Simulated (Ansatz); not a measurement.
Program: Ansatz. Geometries: PBE0-D4/def2-TZVP. ΔE: electronic, gas phase. CCSD(T)/CBS adds triple-zeta CCSD(T) − MP2 to the extrapolated MP2 energy (def2 sets, frozen cores). DFT in def2-TZVPP. B3LYP here is the variant with VWN-RPA as its local correlation; programs differ in this. For Br outer-core shells are correlated without core-valence functions, which leaves a few kJ/mol of doubt a bond. Scalar relativity is left out up to krypton. One conformer a species, not always the lowest.

Reaction (ligand exchange at the Si–O bond): `CO[SiH](Br)O[SiH3]` + `CN[SiH](O)O` → `CN([SiH3])[SiH](O)O` + `CO[SiH](O)Br`

```json
{"level": "PBE-D4", "ΔE (kcal/mol)": "10.9", "difference from CCSD(T)/CBS": "-2.2"}
{"level": "r2SCAN-D4", "ΔE (kcal/mol)": "12.6", "difference from CCSD(T)/CBS": "-0.5"}
{"level": "PBE0-D4", "ΔE (kcal/mol)": "11.9", "difference from CCSD(T)/CBS": "-1.2"}
{"level": "B3LYP-D4", "ΔE (kcal/mol)": "13.7", "difference from CCSD(T)/CBS": "0.6"}
{"level": "ωB97X-V", "ΔE (kcal/mol)": "13.1", "difference from CCSD(T)/CBS": "0.0"}
{"level": "ωB97M-V", "ΔE (kcal/mol)": "12.6", "difference from CCSD(T)/CBS": "-0.5"}
{"level": "B2PLYP", "ΔE (kcal/mol)": "14.0", "difference from CCSD(T)/CBS": "0.9"}
{"level": "PBE", "ΔE (kcal/mol)": "11.6", "difference from CCSD(T)/CBS": "-1.5"}
{"level": "r2SCAN", "ΔE (kcal/mol)": "12.8", "difference from CCSD(T)/CBS": "-0.3"}
{"level": "B3LYP", "ΔE (kcal/mol)": "14.8", "difference from CCSD(T)/CBS": "1.7"}
{"level": "SCS-MP2/def2-TZVPP", "ΔE (kcal/mol)": "13.6", "difference from CCSD(T)/CBS": "0.5"}
{"level": "HF/def2-QZVPP", "ΔE (kcal/mol)": "18.7", "difference from CCSD(T)/CBS": "5.6"}
{"level": "MP2/def2-QZVPP", "ΔE (kcal/mol)": "12.8", "difference from CCSD(T)/CBS": "-0.3"}
{"level": "SCS-MP2/def2-QZVPP", "ΔE (kcal/mol)": "14.0", "difference from CCSD(T)/CBS": "0.9"}
{"level": "MP2/CBS(def2)", "ΔE (kcal/mol)": "12.8", "difference from CCSD(T)/CBS": "-0.3"}
{"level": "CCSD/CBS(def2)", "ΔE (kcal/mol)": "14.1", "difference from CCSD(T)/CBS": "1.0"}
{"level": "CCSD(T)/CBS", "ΔE (kcal/mol)": "13.1", "difference from CCSD(T)/CBS": "0"}
```

Largest T1 diagnostic among the species: 0.011.

From PBE to PBE0 (25 % exact exchange), in def2-TZVPP and without D4, ΔE moves by +0.9 kcal/mol. In def2-TZVPP, CCSD(T) changes the Hartree–Fock value by −5.6 kcal/mol (the triples alone add −1.0 kcal/mol) and MP2 by −5.9 kcal/mol. The D4 term adds −1.1 kcal/mol with B3LYP and −0.5 kcal/mol with PBE0; it sums over pairs of atoms, weighted by their polarisabilities, and B3LYP, whose exchange is more repulsive, gets the larger term.
